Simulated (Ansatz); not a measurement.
Abridged output of a molecular run in Ansatz:

```
Functional definition: HF
1638 factors; integrals over basis functions are off by at most 1.3e-3 eV
mean field evaluation 1: about -17295.1395 eV, gradient 4.9e1 eV
mean field evaluation 2: about -17295.3683 eV, gradient 4.9e1 eV
mean field evaluation 4: about -17300.2913 eV, gradient 3.6e0 eV
mean field evaluation 8: about -17300.3570 eV, gradient 2.4e-1 eV
mean field -17300.35725645 eV, -635.7764025711 hartree, gradient 2.5e-6 eV, S^2 0.000000; 0 other end points of the search recorded, 0 dependent functions left out
11 core orbitals not correlated: weight in the atoms' cores, before any rotation towards them, 1.000 or more for the frozen orbitals, at most 0.000 for the correlated occupied ones
reference -17300.35725645 eV, -635.7764025711 hartree; 18, 18 occupied and 223, 223 virtual orbitals, 1638 factors
second order -25.22131721 eV of doubles, -0.00000000 eV of singles
cycle   1  -25.24199878 eV  change   -2.1e-2 eV  update   1.2e-1
cycle   2  -25.89311801 eV  change   -6.5e-1 eV  update   3.4e-2
cycle   3  -26.02384986 eV  change   -1.3e-1 eV  update   1.9e-2
cycle   4  -26.01012348 eV  change    1.4e-2 eV  update   4.6e-3
cycle   5  -26.00674258 eV  change    3.4e-3 eV  update   2.2e-3
cycle   6  -26.00752102 eV  change   -7.8e-4 eV  update   6.6e-4
cycle   7  -26.00731626 eV  change    2.0e-4 eV  update   2.8e-4
cycle   8  -26.00719796 eV  change    1.2e-4 eV  update   9.8e-5
cycle   9  -26.00723276 eV  change   -3.5e-5 eV  update   4.1e-5
cycle  10  -26.00724912 eV  change   -1.6e-5 eV  update   1.6e-5
perturbative correction -0.89644647 eV, -0.0329438003 hartree
Total energy: -17327.26095204 eV, -636.7650951482 hartree
```

Its atoms:

```xyz
11

N    -1.3151   -0.9578   -0.2779
Sn   -0.3788    0.1871    1.1856
Si    1.4889    0.7932   -0.4775
O     0.9101   -0.0429   -1.7635
H    -2.2500   -0.6349   -0.4951
H    -1.3936   -1.9354   -0.0254
H    -1.4990    1.3787    1.6865
H    -0.0492   -0.8491    2.5061
H     2.8321    0.3158   -0.0536
H     1.5842    2.2519   -0.7514
H     0.0705   -0.5066   -1.5338
```

(1) Which basis set was used?
A. def2-QZVPP
B. def2-TZVPPD
C. cc-pV(D+d)Z
D. def2-TZVPP

(2) Write the keys of the input that set method, charge and spin (a neutral closed shell needs none for the last two).

Answers

(1) D. It gives 252 functions.

(2) 
```yaml
correlation: {method: ccsd_t}
```
